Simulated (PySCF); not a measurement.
C5H8NO (SMILES CN1C[CH]CC1=O), doublet, geometry from GFN2-xTB; CCSD(T)/STO-3G run with PySCF.

Here is a job for PySCF.
```python
from pyscf import gto, scf, cc

mol = gto.M(
    atom='''
C     2.077866    0.096556    0.022324
N     0.650178    0.187249   -0.092207
C     0.016114    1.268934   -0.800880
C    -1.425944    0.969334   -0.669457
C    -1.621557   -0.268433    0.104539
C    -0.203824   -0.713655    0.442610
O     0.119829   -1.694099    1.074887
H     2.305404   -0.799646    0.597536
H     2.541278    0.021969   -0.965025
H     2.480985    0.971792    0.538686
H     0.354456    1.299469   -1.852191
H     0.294590    2.242569   -0.359124
H    -2.204611    1.575759   -1.083729
H    -2.139309   -1.060170   -0.451694
H    -2.198601   -0.126103    1.027073
''',
    basis='sto-3g',
    charge=0,
    spin=1,
    verbose=4,
)

mf = scf.UHF(mol)
mf.kernel()

mycc = cc.CCSD(mf, frozen=7)
mycc.kernel()
et = mycc.ccsd_t()
print('E(CCSD(T)) = %.10f' % (mycc.e_tot + et))
```

Q: Write the output that PySCF gives for this input, abridged.

A: 
```
PySCF version 2.14.0

[INPUT] verbose = 4
[INPUT] num. atoms = 15
[INPUT] num. electrons = 53
[INPUT] charge = 0
[INPUT] spin (= nelec alpha-beta = 2S) = 1
[INPUT] symmetry False subgroup None
[INPUT] Mole.unit = angstrom
[INPUT] Symbol           X                Y                Z      unit          X                Y                Z       unit  Magmom
[...]
nuclear repulsion = 306.76258074229
number of shells = 29
number of NR pGTOs = 129
number of NR cGTOs = 43
basis = sto-3g
ecp = {}

******** <class 'pyscf.scf.uhf.UHF'> ********
method = UHF
initial guess = minao
damping factor = 0
level_shift factor = 0
DIIS = <class 'pyscf.scf.diis.CDIIS'>
diis_start_cycle = 1
diis_space = 8
diis_damp = 0
SCF conv_tol = 1e-09
SCF conv_tol_grad = None
SCF max_cycles = 50
direct_scf = True
direct_scf_tol = 1e-13
number electrons alpha = 27  beta = 26
Set gradient conv threshold to 3.16228e-05
init E= -321.217662658214

cycle= 1 E= -319.032036863005  delta_E= 2.19  |g|= 0.487  |ddm|= 3.59
cycle= 2 E= -319.159668577935  delta_E= -0.128  |g|= 0.361  |ddm|= 1.08
cycle= 3 E= -319.226586151975  delta_E= -0.0669  |g|= 0.0508  |ddm|= 0.44
cycle= 4 E= -319.230353054054  delta_E= -0.00377  |g|= 0.0206  |ddm|= 0.127
cycle= 5 E= -319.230900092897  delta_E= -0.000547  |g|= 0.00885  |ddm|= 0.0469
cycle= 6 E= -319.231037468007  delta_E= -0.000137  |g|= 0.00275  |ddm|= 0.0296
cycle= 7 E= -319.231049952323  delta_E= -1.25e-05  |g|= 0.0011  |ddm|= 0.00869
cycle= 8 E= -319.231052835067  delta_E= -2.88e-06  |g|= 0.000727  |ddm|= 0.00344
cycle= 9 E= -319.231054589862  delta_E= -1.75e-06  |g|= 0.000645  |ddm|= 0.00234
cycle= 10 E= -319.231056683835  delta_E= -2.09e-06  |g|= 0.000637  |ddm|= 0.00282
cycle= 11 E= -319.231056093582  delta_E= 5.9e-07  |g|= 0.000633  |ddm|= 0.000787
cycle= 12 E= -319.231040696037  delta_E= 1.54e-05  |g|= 0.000514  |ddm|= 0.0232
cycle= 13 E= -319.231022237013  delta_E= 1.85e-05  |g|= 0.00036  |ddm|= 0.0433
cycle= 14 E= -319.231018654961  delta_E= 3.58e-06  |g|= 0.000209  |ddm|= 0.0162
cycle= 15 E= -319.231016420831  delta_E= 2.23e-06  |g|= 0.000245  |ddm|= 0.0187
cycle= 16 E= -319.231016044652  delta_E= 3.76e-07  |g|= 2.39e-05  |ddm|= 0.0118
cycle= 17 E= -319.231016041226  delta_E= 3.43e-09  |g|= 8.73e-06  |ddm|= 0.00117
cycle= 18 E= -319.231016041261  delta_E= -3.49e-11  |g|= 2.52e-06  |ddm|= 8.13e-05
Extra cycle  E= -319.231016041267  delta_E= -6.25e-12  |g|= 1.43e-06  |ddm|= 4.49e-06
converged SCF energy = -319.231016041267  <S^2> = 0.7730179  2S+1 = 2.0228869

******** <class 'pyscf.cc.uccsd.UCCSD'> ********
CC2 = 0
CCSD nocc = (np.int64(20), np.int64(19)), nmo = (36, 36)
frozen orbitals 7
max_cycle = 50
direct = 0
conv_tol = 1e-07
conv_tol_normt = 1e-06
diis_space = 6
diis_start_cycle = 0
diis_start_energy_diff = 1e+09
Init t2, MP2 energy = -0.339825475834362
Init E_corr(UCCSD) = -0.339825475836098
cycle = 1  E_corr(UCCSD) = -0.388531224120098  dE = -0.0487057483  norm(t1,t2) = 0.114125
cycle = 2  E_corr(UCCSD) = -0.409776039284125  dE = -0.0212448152  norm(t1,t2) = 0.0395563
cycle = 3  E_corr(UCCSD) = -0.417146018472962  dE = -0.00736997919  norm(t1,t2) = 0.0199938
cycle = 4  E_corr(UCCSD) = -0.421055426796983  dE = -0.00390940832  norm(t1,t2) = 0.00858306
cycle = 5  E_corr(UCCSD) = -0.420876180484367  dE = 0.000179246313  norm(t1,t2) = 0.00357178
cycle = 6  E_corr(UCCSD) = -0.420839663653614  dE = 3.65168308e-05  norm(t1,t2) = 0.00133648
cycle = 7  E_corr(UCCSD) = -0.420878722036306  dE = -3.90583827e-05  norm(t1,t2) = 0.000610835
cycle = 8  E_corr(UCCSD) = -0.42087658067276  dE = 2.14136355e-06  norm(t1,t2) = 0.000197751
cycle = 9  E_corr(UCCSD) = -0.420874005125415  dE = 2.57554735e-06  norm(t1,t2) = 9.27591e-05
cycle = 10  E_corr(UCCSD) = -0.420873573205878  dE = 4.31919537e-07  norm(t1,t2) = 4.84846e-05
cycle = 11  E_corr(UCCSD) = -0.420873062103587  dE = 5.11102291e-07  norm(t1,t2) = 1.85207e-05
cycle = 12  E_corr(UCCSD) = -0.420872765835298  dE = 2.96268288e-07  norm(t1,t2) = 1.04506e-05
cycle = 13  E_corr(UCCSD) = -0.420872252585128  dE = 5.1325017e-07  norm(t1,t2) = 6.56963e-06
cycle = 14  E_corr(UCCSD) = -0.420872093524939  dE = 1.59060189e-07  norm(t1,t2) = 3.4119e-06
cycle = 15  E_corr(UCCSD) = -0.420872162789807  dE = -6.92648681e-08  norm(t1,t2) = 1.68312e-06
cycle = 16  E_corr(UCCSD) = -0.420872222371529  dE = -5.95817217e-08  norm(t1,t2) = 8.48439e-07
UCCSD converged
E(UCCSD) = -319.6518882636383  E_corr = -0.4208722223715287
UCCSD(T) correction = -0.00928512353863943
E(CCSD(T)) = -319.6611733872
```
